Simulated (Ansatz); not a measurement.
Bi3⁻. Charge -1, multiplicity 1. Geometry relaxed at r2SCAN-D4/def2-SVPD.

```xyz
3

Bi    0.7828   -0.6657   -1.4834
Bi   -1.1981   -0.7911    1.0932
Bi    0.4153    1.4568    0.3902
```

In the def2 sets Bi takes a core potential; there is no spin–orbit coupling. The restricted singlet is unstable towards broken spin symmetry at other levels; at r2SCAN-D4/def2-SVPD this wasn't settled. At PBE0-D4/def2-TZVPD a triplet of charge -1 lies 0.57 eV below the restricted singlet, each at its own geometry. The structure comes from a short search, and lower isomers may exist.

Estimate the harmonic wavenumbers at RKS r2SCAN-D4/def2-SVPD (Ansatz, unscaled). Is this a minimum?

85, 124, 166 cm⁻¹. Yes, no mode is imaginary beyond noise. Zero-point energy 2.2 kJ/mol. Run time 29 s (4 threads of Arm Neoverse N1 on a shared host).
